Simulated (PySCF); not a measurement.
Al⁺: excitation energy

Al⁺ [Ne] 3s2 (1S) → Al⁺ [Ne] 3s1 3p1 (3P), as a difference of total energies. Computed with PySCF 2.14 in x2c-TZVPPall (5s5p3d1f, 42 functions), with scalar relativity by spin-free X2C-1e. Correlated levels: valence: [Ne] frozen; valence and next inner shell: 1s2 frozen. The calculations carry no spin-orbit coupling.

| method | excitation energy (cm⁻¹) | error (cm⁻¹) |
| --- | --- | --- |
| UHF | 28886 | -8630 |
| LDA | 38227 | +711 |
| PBE | 36765 | -751 |
| PBE0 | 35757 | -1759 |
| r2SCAN | 33461 | -4055 |
| PBEsol | 36281 | -1235 |
| B2PLYP | 37486 | -30 |
| PW91 | 36746 | -770 |
| BLYP | 38869 | +1353 |
| MP2 (valence) | 34383 | -3133 |
| SCS-MP2 (valence) | 35946 | -1570 |
| MP2 (valence and next inner shell) | 35798 | -1718 |
| SCS-MP2 (valence and next inner shell) | 37058 | -458 |

Reference: 37516 cm⁻¹ (measured; NIST levels, between the centres of gravity of the two terms).

Errors of the correlated levels include the incompleteness of this basis and the frozen core.

The basis was made for the ground configuration and has no added diffuse functions, so the excitation energy can come out too high.
